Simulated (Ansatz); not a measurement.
Geometry optimisation, Ansatz 0.2.0, RKS B3LYP/def2-SVP.

Input file:

```yaml
crystal:
  periodic: [false, false, false]
  atoms:
    - { symbol: Ge, position_ang: [-0.105776, 0.045653, 0.086471] }
    - { symbol: H, position_ang: [0.377359, 0.090143, 1.546312] }
    - { symbol: F, position_ang: [1.17111, 0.266724, -1.057356] }
    - { symbol: F, position_ang: [-1.18454, 1.35698, -0.267351] }
    - { symbol: O, position_ang: [-0.978575, -1.446384, -0.244745] }
    - { symbol: H, position_ang: [-1.484443, -1.415764, -1.070648] }
    - { symbol: S, position_ang: [1.693353, -2.517679, 1.54486] }
    - { symbol: H, position_ang: [0.495117, -2.885993, 1.033541] }
    - { symbol: H, position_ang: [1.101296, -1.488079, 2.246015] }
basis:
  gaussian: { orbitals: def2-SVP }
hamiltonian:
  xc: b3lyp
relax:
  f_tol: 0.03
  max_steps: 50
```

Launched with:

```bash
$ ansatz run input.yaml --threads 4 --pin off --max-ram 5120MiB --backend cpu --events-out ev --progress --plain --runs-dir out
```

**Question.** Where does it end, and by what steps?

**Answer.** The run converged. The force dipped under the threshold on the way, but the program's further checks kept it going. After 13 steps the energy has fallen by 0.212 eV; H9 moved furthest, 1.18 Å.

| step | energy less start (eV) | largest force component (eV/Å) | accepted |
| --- | --- | --- | --- |
| 0 | 0.0000 | 0.748 | yes |
| 1 | -0.1092 | 0.326 | yes |
| 2 | -0.1383 | 0.222 | yes |
| 3 | -0.1666 | 0.212 | yes |
| 4 | -0.1876 | 0.104 | yes |
| 5 | -0.1994 | 0.111 | yes |
| 6 | -0.1986 | 0.600 | no |
| 7 | -0.2058 | 0.129 | yes |
| 8 | -0.2099 | 0.062 | yes |
| 9 | -0.2111 | 0.081 | yes |
| 10 | -0.2109 | 0.226 | no |
| 11 | -0.2122 | 0.025 | yes |
| 12 | -0.2119 | 0.103 | no |
| 13 | -0.2124 | 0.013 | yes |

```xyz
9
Properties=species:S:1:pos:R:3
Ge -0.174 0.262 -0.033
H 0.344 0.615 1.348
F 1.059 0.331 -1.244
F -1.343 1.419 -0.584
O -0.945 -1.322 -0.080
H -1.447 -1.478 -0.894
S 1.805 -2.574 1.623
H 0.672 -2.708 0.894
H 1.115 -2.539 2.787
```

Time of the run: 23 s on 4 threads of Arm Neoverse V2, with other jobs on the host, peak memory 0.28 GiB.
